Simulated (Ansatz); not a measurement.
Input and output for C$_{3}$H$_{9}$BF$_{2}$Si, SMILES `C[Si](C)(C)B(F)F`.

```yaml
crystal:
  periodic: [false, false, false]
  atoms:
    - {symbol: C, position_ang: [0.408011, 0.900303, 1.568811]}
    - {symbol: Si, position_ang: [0.009903, 0.026485, -0.045171]}
    - {symbol: C, position_ang: [1.318473, -1.256452, -0.435829]}
    - {symbol: C, position_ang: [-1.683052, -0.777010, 0.076485]}
    - {symbol: B, position_ang: [-0.052050, 1.426280, -1.530432]}
    - {symbol: F, position_ang: [-0.907470, 2.438797, -1.494293]}
    - {symbol: F, position_ang: [0.742527, 1.401841, -2.590000]}
    - {symbol: H, position_ang: [1.393563, 1.371290, 1.538071]}
    - {symbol: H, position_ang: [-0.329088, 1.676335, 1.789018]}
    - {symbol: H, position_ang: [0.403871, 0.187370, 2.398372]}
    - {symbol: H, position_ang: [1.104761, -1.764450, -1.379481]}
    - {symbol: H, position_ang: [1.366198, -2.014576, 0.350855]}
    - {symbol: H, position_ang: [2.307135, -0.798942, -0.522037]}
    - {symbol: H, position_ang: [-1.943569, -1.305896, -0.843578]}
    - {symbol: H, position_ang: [-1.702555, -1.501582, 0.895661]}
    - {symbol: H, position_ang: [-2.459556, -0.032391, 0.267848]}
basis:
  gaussian: {orbitals: ANO-RCC-VTZP}
hamiltonian: {xc: {name: wB97M-V}}
```

```sh
$ ansatz run in.yaml --threads 8 --pin off --events-out ev --progress --plain --max-ram 18278MiB
```

It prints (some lines left out):

```
Functional definition: wB97M-V
2207 factors; their error is unknown
621 factors; integrals over basis functions are off by at most 7.5e-6 eV
mean field evaluation 1: about -17263.2109 eV, gradient 6.9e1 eV
mean field evaluation 2: about -17266.5543 eV, gradient 5.9e1 eV
mean field evaluation 4: about -17272.7465 eV, gradient 2.4e0 eV
mean field evaluation 8: about -17272.7651 eV, gradient 8.7e-2 eV
mean field evaluation 16: about -17272.7925 eV, gradient 6.8e-5 eV
mean field -17272.79254197 eV, -634.7634179983 hartree, gradient 1.6e-5 eV, S^2 0.000000; 0 other end points of the search recorded, 0 dependent functions left out
reference -17272.79265380 eV, -634.7634221078 hartree; 32, 32 occupied and 308, 308 virtual orbitals, 2207 factors
Total energy: -17272.79265380 eV, -634.7634221078 hartree
Relativity: scalar
```

It took 20 s on 8 threads of an Arm Neoverse V1 on a shared host, with 1.8 GiB of host memory at the peak.
